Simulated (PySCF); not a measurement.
Simulation results for C2H8AlB, BH6NSi2, CH4AlSi, CH3AlF and others

Computed with PySCF 2.14.0. Calculation on a computer-drawn molecule: the log of a Hartree-Fock and frozen-core CCSD(T) single point meant for a local Hartree-Fock minimum, with one planted fault or none, to be diagnosed. Offsets are logged minus clean, where the clean run is the same molecule without the fault. The reference is restricted for singlets and unrestricted otherwise, and also for a bond in bohr or an excited solution. Adding or removing an electron swaps singlet and doublet. The excited solution moves the top pair (singlet) or top alpha electron (doublet) to the lowest empty orbital. Highest occupied and lowest empty are orbital energies over both spins, largest force is the largest gradient component, triples share is (T) over the correlation energy, the T1 limit is 0.02 restricted and 0.045 unrestricted, electrons count all cores, a negative frequency is imaginary (commonest isotopes), and the dipole is about the centre of nuclear charge.

Common to all runs: logged SCF converged yes; possible faults no fault, one electron removed, one electron added, multiplicity raised by two, geometry at a saddle point, SCF held on an excited solution, minimal basis STO-3G, one bond length entered in bohr, all coordinates scaled.

(1) 
```xyz
12
formula=C2H8AlB meant_charge=0 meant_multiplicity=1 meant_basis=cc-pV(D+d)Z logged_electrons=38 logged_basis_functions=105 logged_spin_squared=0 logged_highest_occupied=-9.7005 logged_lowest_empty=1.7986 logged_largest_force=0.058184 logged_T1_diagnostic=0.0093823 logged_D1_diagnostic=0.026101 logged_triples_share=0.024137 logged_CC_converged=yes logged_dipole_magnitude=0.43768 logged_SCF_stable_within_its_kind=yes logged_energy_HF=-346.92372 logged_energy_CCSD(T)=-347.43199 planted_fault=all_coordinates_scaled,by_-6.4_% HF_energy_offset_from_clean_run=27.48 CCSD(T)_energy_offset_from_clean_run=32.23
B     -0.5691     1.5078     2.6163
Al     0.1705     1.1936     0.7653
C      1.9447     0.7299     0.5205
C     -0.9089     1.3639    -0.7276
H     -1.0051     0.6841     3.2550
H     -0.5853     2.5241     3.1097
H      2.5508     0.9911     1.3046
H      2.0249    -0.2899     0.4109
H      2.3368     1.1439    -0.3325
H     -0.6700     0.6815    -1.4556
H     -1.9094     1.2719    -0.5256
H     -0.7754     2.2937    -1.1471
```

Units: logged_highest_occupied, logged_lowest_empty in eV; logged_largest_force in hartree/bohr; logged_dipole_magnitude in debye; logged_energy_HF, logged_energy_CCSD(T) in hartree; HF_energy_offset_from_clean_run, CCSD(T)_energy_offset_from_clean_run in kcal/mol.

Drawn bonds:
```csv
atom,other atom,order
1,2,1
2,3,1
2,4,1
1,5,1
1,6,1
3,7,1
3,8,1
3,9,1
4,10,1
4,11,1
4,12,1
```

(2) 
```xyz
10
formula=BH6NSi2 meant_charge=0 meant_multiplicity=1 meant_basis=cc-pV(D+d)Z logged_electrons=45 logged_basis_functions=104 logged_spin_squared=0.7713 logged_highest_occupied=-16.049 logged_lowest_empty=-7.047 logged_largest_force=0.080662 logged_T1_diagnostic=0.040017 logged_D1_diagnostic=0.20535 logged_triples_share=0.033912 logged_CC_converged=yes logged_dipole_magnitude=5.234 logged_SCF_stable_within_its_kind=yes logged_energy_HF=-660.19233 logged_energy_CCSD(T)=-660.68527 planted_fault=one_electron_removed HF_energy_offset_from_clean_run=183.3 CCSD(T)_energy_offset_from_clean_run=200.9
Si    -0.8009     0.7448    -3.3062
N      0.0777     1.2253    -2.1124
B      0.8676     1.6268    -1.0535
Si     2.2037     0.3395    -0.1738
H     -0.3857     0.8608    -4.7100
H     -2.1248     0.1322    -3.1368
H      0.7744     2.7567    -0.6332
H      3.5936     0.8670    -0.2618
H      1.9006     0.1586     1.2731
H      2.1935    -1.0077    -0.8067
```

Units: logged_highest_occupied, logged_lowest_empty in eV; logged_largest_force in hartree/bohr; logged_dipole_magnitude in debye; logged_energy_HF, logged_energy_CCSD(T) in hartree; HF_energy_offset_from_clean_run, CCSD(T)_energy_offset_from_clean_run in kcal/mol.

Drawn bonds:
```csv
atom,other atom,order
1,2,2
2,3,1
3,4,1
1,5,1
1,6,1
3,7,1
4,8,1
4,9,1
4,10,1
```

(3) 
```xyz
7
formula=CH4AlSi meant_charge=0 meant_multiplicity=2 meant_basis=cc-pV(D+d)Z logged_electrons=37 logged_basis_functions=80 logged_spin_squared=0.8043 logged_highest_occupied=-7.6592 logged_lowest_empty=1.041 logged_largest_force=2.626e-05 logged_lowest_frequency=169.42 logged_T1_diagnostic=0.026092 logged_D1_diagnostic=0.10205 logged_triples_share=0.036959 logged_CC_converged=yes logged_dipole_magnitude=1.7061 logged_SCF_stable_within_its_kind=yes logged_energy_HF=-570.96813 logged_energy_CCSD(T)=-571.3022 planted_fault=no_fault HF_energy_offset_from_clean_run=0 CCSD(T)_energy_offset_from_clean_run=0
Al     0.4007    -1.9658     2.3611
C      0.6155    -0.2204     1.5649
Si     0.7860    -0.0059    -0.1198
H      0.3869    -3.2212     1.3731
H      0.6337     0.6784     2.1792
H      0.7797    -1.1306    -1.0682
H      0.9541     1.2951    -0.7964
```

Units: logged_highest_occupied, logged_lowest_empty in eV; logged_largest_force in hartree/bohr; logged_lowest_frequency in cm⁻¹; logged_dipole_magnitude in debye; logged_energy_HF, logged_energy_CCSD(T) in hartree; HF_energy_offset_from_clean_run, CCSD(T)_energy_offset_from_clean_run in kcal/mol.

Drawn bonds:
```csv
atom,other atom,order
1,2,1
2,3,2
1,4,1
2,5,1
3,6,1
3,7,1
```

(4) 
```xyz
6
formula=CH3AlF meant_charge=1 meant_multiplicity=1 meant_basis=cc-pV(D+d)Z logged_electrons=31 logged_basis_functions=66 logged_spin_squared=0.7594 logged_highest_occupied=-5.8702 logged_lowest_empty=1.2294 logged_largest_force=0.037562 logged_T1_diagnostic=0.015334 logged_D1_diagnostic=0.037326 logged_triples_share=0.023069 logged_CC_converged=yes logged_dipole_magnitude=2.2396 logged_SCF_stable_within_its_kind=yes logged_energy_HF=-380.97111 logged_energy_CCSD(T)=-381.39516 planted_fault=one_electron_added HF_energy_offset_from_clean_run=-123.9 CCSD(T)_energy_offset_from_clean_run=-132.3
C      0.5165    -0.9687    -0.3690
Al     0.4272     0.9517    -0.4027
F      0.3525     2.5576    -0.4310
H      1.5538    -1.2753    -0.5188
H      0.1566    -1.3206     0.6001
H     -0.1119    -1.3642    -1.1697
```

Units: logged_highest_occupied, logged_lowest_empty in eV; logged_largest_force in hartree/bohr; logged_dipole_magnitude in debye; logged_energy_HF, logged_energy_CCSD(T) in hartree; HF_energy_offset_from_clean_run, CCSD(T)_energy_offset_from_clean_run in kcal/mol.

Drawn bonds:
```csv
atom,other atom,order
1,2,1
2,3,1
1,4,1
1,5,1
1,6,1
```

(5) 
```xyz
12
formula=C2H8OSi meant_charge=0 meant_multiplicity=1 meant_basis=cc-pV(D+d)Z logged_electrons=42 logged_basis_functions=105 logged_spin_squared=2.014 logged_highest_occupied=-2.7108 logged_lowest_empty=-0.86551 logged_largest_force=0.14814 logged_T1_diagnostic=0.042406 logged_D1_diagnostic=0.28449 logged_triples_share=0.029912 logged_CC_converged=yes logged_dipole_magnitude=6.1963 logged_SCF_stable_within_its_kind=yes logged_energy_HF=-443.95941 logged_energy_CCSD(T)=-444.60374 planted_fault=multiplicity_raised_by_two HF_energy_offset_from_clean_run=169.1 CCSD(T)_energy_offset_from_clean_run=171.3
C     -1.7460     2.2375    -1.3016
C     -0.8428     1.1635    -0.7345
O     -0.6244     0.1779    -1.7164
Si     0.2895    -1.1807    -1.5632
H     -2.7027     1.8082    -1.6037
H     -1.2854     2.6973    -2.1775
H     -1.9307     3.0136    -0.5551
H     -1.3021     0.7116     0.1509
H      0.1132     1.5981    -0.4241
H      1.6982    -0.8375    -1.2541
H      0.2159    -1.8991    -2.8481
H     -0.2235    -2.0416    -0.4708
```

Units: logged_highest_occupied, logged_lowest_empty in eV; logged_largest_force in hartree/bohr; logged_dipole_magnitude in debye; logged_energy_HF, logged_energy_CCSD(T) in hartree; HF_energy_offset_from_clean_run, CCSD(T)_energy_offset_from_clean_run in kcal/mol.

Drawn bonds:
```csv
atom,other atom,order
1,2,1
2,3,1
3,4,1
1,5,1
1,6,1
1,7,1
2,8,1
2,9,1
4,10,1
4,11,1
4,12,1
```

(6) 
```xyz
13
formula=C2H9AlSi meant_charge=0 meant_multiplicity=1 meant_basis=cc-pV(D+d)Z logged_electrons=48 logged_basis_functions=119 logged_spin_squared=2.0162 logged_highest_occupied=-4.8807 logged_lowest_empty=-2.2922 logged_largest_force=0.075098 logged_T1_diagnostic=0.02827 logged_D1_diagnostic=0.18147 logged_triples_share=0.028931 logged_CC_converged=yes logged_dipole_magnitude=5.766 logged_SCF_stable_within_its_kind=yes logged_energy_HF=-611.65704 logged_energy_CCSD(T)=-612.19596 planted_fault=multiplicity_raised_by_two HF_energy_offset_from_clean_run=114.6 CCSD(T)_energy_offset_from_clean_run=118.6
C     -0.6622     1.4873     1.0597
Si    -0.8660     0.2252    -0.3233
C     -1.4774     1.0190    -1.9158
Al    -0.2964     2.2907    -2.8314
H     -1.6100     1.9904     1.2725
H      0.0731     2.2556     0.8019
H     -0.3273     0.9999     1.9795
H      0.4456    -0.4361    -0.5681
H     -1.8098    -0.8309     0.1276
H     -1.7106     0.2045    -2.6146
H     -2.4252     1.5232    -1.6797
H      0.6136     1.8127    -4.0347
H     -0.2450     3.8068    -2.3764
```

Units: logged_highest_occupied, logged_lowest_empty in eV; logged_largest_force in hartree/bohr; logged_dipole_magnitude in debye; logged_energy_HF, logged_energy_CCSD(T) in hartree; HF_energy_offset_from_clean_run, CCSD(T)_energy_offset_from_clean_run in kcal/mol.

Drawn bonds:
```csv
atom,other atom,order
1,2,1
2,3,1
3,4,1
1,5,1
1,6,1
1,7,1
2,8,1
2,9,1
3,10,1
3,11,1
4,12,1
4,13,1
```

(7) 
```xyz
8
formula=B2H4NSi meant_charge=1 meant_multiplicity=1 meant_basis=cc-pV(D+d)Z logged_electrons=33 logged_basis_functions=85 logged_spin_squared=0.7809 logged_highest_occupied=-21.609 logged_lowest_empty=-13.852 logged_largest_force=0.076646 logged_T1_diagnostic=0.095552 logged_D1_diagnostic=0.53712 logged_triples_share=0.037376 logged_CC_converged=yes logged_dipole_magnitude=13.627 logged_SCF_stable_within_its_kind=yes logged_energy_HF=-394.2295 logged_energy_CCSD(T)=-394.6393 planted_fault=one_electron_removed HF_energy_offset_from_clean_run=340.8 CCSD(T)_energy_offset_from_clean_run=368.2
B      1.8986     1.9798    -0.1151
B      1.5154     0.3835    -0.2165
N      1.2303    -0.8048    -0.2918
Si     0.8153    -2.5399    -0.4016
H      2.1726     3.1206    -0.0428
H      0.2053    -2.8872     0.8878
H     -0.1211    -2.6564    -1.5262
H      2.0837    -3.2396    -0.6400
```

Units: logged_highest_occupied, logged_lowest_empty in eV; logged_largest_force in hartree/bohr; logged_dipole_magnitude in debye; logged_energy_HF, logged_energy_CCSD(T) in hartree; HF_energy_offset_from_clean_run, CCSD(T)_energy_offset_from_clean_run in kcal/mol.

Drawn bonds:
```csv
atom,other atom,order
1,2,1
2,3,2
3,4,1
1,5,1
4,6,1
4,7,1
4,8,1
```

Notes: T1 above single-reference limit.

(8) 
```xyz
5
formula=AlBHO2 meant_charge=0 meant_multiplicity=2 meant_basis=cc-pV(D+d)Z logged_electrons=35 logged_basis_functions=70 logged_spin_squared=0.8662 logged_highest_occupied=-6.25 logged_lowest_empty=-2.0523 logged_largest_force=0.036038 logged_dipole_magnitude=4.4382 logged_SCF_stable_within_its_kind=no logged_energy_HF=-416.9 planted_fault=SCF_held_on_an_excited_solution HF_energy_offset_from_clean_run=64.08
O     -1.1463    -2.5354    -0.3881
B     -0.5727    -1.5316    -0.1105
Al     0.4475     0.2766     0.4738
O      1.1998     1.1706    -0.7354
H      1.2816     1.0533    -1.6676
```

Units: logged_highest_occupied, logged_lowest_empty in eV; logged_largest_force in hartree/bohr; logged_dipole_magnitude in debye; logged_energy_HF in hartree; HF_energy_offset_from_clean_run in kcal/mol.

Drawn bonds:
```csv
atom,other atom,order
1,2,2
2,3,1
3,4,1
4,5,1
```

Notes: coupled-cluster numbers left out as unreliable.

(9) 
```xyz
7
formula=B2H3NSi meant_charge=0 meant_multiplicity=1 meant_basis=cc-pV(D+d)Z logged_electrons=34 logged_basis_functions=80 logged_spin_squared=2.0205 logged_highest_occupied=-7.7351 logged_lowest_empty=0.45893 logged_largest_force=0.022223 logged_T1_diagnostic=0.021024 logged_D1_diagnostic=0.076754 logged_triples_share=0.037672 logged_CC_converged=yes logged_dipole_magnitude=2.3278 logged_SCF_stable_within_its_kind=yes logged_energy_HF=-394.45089 logged_energy_CCSD(T)=-394.88576 planted_fault=multiplicity_raised_by_two HF_energy_offset_from_clean_run=10.65 CCSD(T)_energy_offset_from_clean_run=23.42
B     -4.3937    -0.1312     2.4613
N     -3.4650    -0.9136     2.1989
B     -2.4318    -1.8324     1.9060
Si    -2.8252    -3.8426     1.8497
H     -5.2659     0.6105     2.7078
H     -1.3283    -1.4062     1.6622
H     -2.4320    -4.0336     3.3055
```

Units: logged_highest_occupied, logged_lowest_empty in eV; logged_largest_force in hartree/bohr; logged_dipole_magnitude in debye; logged_energy_HF, logged_energy_CCSD(T) in hartree; HF_energy_offset_from_clean_run, CCSD(T)_energy_offset_from_clean_run in kcal/mol.

Drawn bonds:
```csv
atom,other atom,order
1,2,2
2,3,1
3,4,1
1,5,1
3,6,1
4,7,1
```

(10) 
```xyz
10
formula=C2H6BO meant_charge=1 meant_multiplicity=1 meant_basis=cc-pVDZ logged_electrons=30 logged_basis_functions=26 logged_spin_squared=0 logged_highest_occupied=-18.107 logged_lowest_empty=-0.34995 logged_largest_force=0.036958 logged_T1_diagnostic=0.016938 logged_D1_diagnostic=0.057017 logged_triples_share=0.030573 logged_CC_converged=yes logged_dipole_magnitude=4.6235 logged_SCF_stable_within_its_kind=yes logged_energy_HF=-176.36523 logged_energy_CCSD(T)=-176.60874 planted_fault=minimal_basis_STO-3G HF_energy_offset_from_clean_run=1388 CCSD(T)_energy_offset_from_clean_run=1603
C     -0.0773     1.1274     0.2077
C      1.2481     0.4364    -0.1969
B      1.8066    -0.5045     0.8516
O      2.2052    -1.3218     1.6958
H     -0.3883     1.7735    -0.6104
H      0.0497     1.7407     1.0989
H     -0.8661     0.3981     0.3870
H      2.0377     1.1691    -0.4029
H      1.1319    -0.1600    -1.1096
H      2.9489    -1.4255     2.2844
```

Units: logged_highest_occupied, logged_lowest_empty in eV; logged_largest_force in hartree/bohr; logged_dipole_magnitude in debye; logged_energy_HF, logged_energy_CCSD(T) in hartree; HF_energy_offset_from_clean_run, CCSD(T)_energy_offset_from_clean_run in kcal/mol.

Drawn bonds:
```csv
atom,other atom,order
1,2,1
2,3,1
3,4,1
1,5,1
1,6,1
1,7,1
2,8,1
2,9,1
4,10,1
```
